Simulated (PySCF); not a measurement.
# Computed properties of GeFCl3, SMILES [F][Ge]([Cl])([Cl])[Cl]

GeFCl₃, SMILES [F][Ge]([Cl])([Cl])[Cl]. Geometry optimised at B3LYP-D3(BJ)/def2-SVP. The values are those of a single conformer. All values are computed for the isolated molecule unless a solvent is named; none is compared with measurement here.

**Structure.** The optimised structure has C3v symmetry. All 9 harmonic modes at B3LYP-D3(BJ)/def2-SVP (PySCF) are real, so it is a minimum. With heavy atoms numbered as in [F:1][Ge:2]([Cl:3])([Cl:4])[Cl:5], the shortest bond between them is F1–Ge2 at 1.725 Å and the longest Ge2–Cl4 at 2.133 Å.

**Vibrations.** The strongest infrared lines (harmonic, unscaled, degenerate partners summed) lie at 465 cm⁻¹ (184 km/mol, Cl 58 %, Ge 42 %), 738 cm⁻¹ (71 km/mol, F 78 %, Ge 22 %), 212 cm⁻¹ (41 km/mol, F 56 %, Cl 29 %, Ge 15 %). The softest mode is at 131 cm⁻¹ and the zero-point energy is 4.2 kcal/mol.

**Electronic structure.** ωB97X/def2-TZVP (PySCF) places the frontier levels at -12.29 and -0.26 eV, a gap of 12.03 eV, and gives a dipole moment of 0.90 D and a mean polarisability of 60.6 bohr³. PBE/def2-TZVP (PySCF) at the same geometry gives -8.34 and -3.38 eV, so its gap is 7.07 eV narrower. An orbital gap is neither the optical nor the fundamental gap.

**Excitations.** TDDFT-M06-2X/def2-SVPD (PySCF) has S1 at 6.48 eV (191 nm, f = 0.000, dark); the most intense of the 10 singlets computed lies at 8.78 eV (f = 0.24). Strengths of degenerate partners are summed. T1 (TDA) is at 6.11 eV. TDDFT-PBE/def2-SVPD (PySCF) puts S1 at 5.00 eV. No vertical singlet excitation falls in the visible range (under 3.1 eV).

**NMR.** GIAO shifts at PBE0/pcSseg-1 (PySCF) (non-relativistic, atoms alike by connectivity averaged): ¹⁹F at -79.9 ppm against CFCl3. Without spin–orbit terms, shifts of atoms bonded to Cl or Br come out too high.
